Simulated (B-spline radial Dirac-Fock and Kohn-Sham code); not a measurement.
# Binding energies of Cu in different valence configurations

Level of theory: multi-electron Dirac-Fock with separately optimised hole states, Breit and Lamb-shift corrections added in first order; a radial atomic solver. Correlation energy is missing from these numbers.

Reference: the tabulated ground configuration [Ar] 3d10 4s1, with 1s 8986.0 eV, 2s 1106.3 eV, 2p1/2 958.9 eV, 2p3/2 938.8 eV, 3p1/2 85.64 eV, 3p3/2 83.12 eV, Kα1 8047.2 eV, Kβ1 8902.9 eV.

Shifts from the reference in eV. A negative average energy means that the model, which has no correlation or term splitting, puts that configuration lower.

```
   configuration  average energy     1s      2s   2p1/2   2p3/2  3p1/2  3p3/2    Kα1    Kβ1
[Ar] 3d9 4s1 4p1           +3.29  +9.39  +10.24  +10.14  +10.15  +8.52  +8.47  -0.76  +0.92
   [Ar] 3d10 4p1           +3.19  +2.25   +2.14   +2.17   +2.17  +2.25  +2.26  +0.08   0.00
    [Ar] 3d9 4s2           -0.05  +7.61   +8.55   +8.33   +8.35  +6.67  +6.62  -0.74  +0.99
```

Values without a named source are computed, but for edge energies of neutral atoms, which are taken from tables.
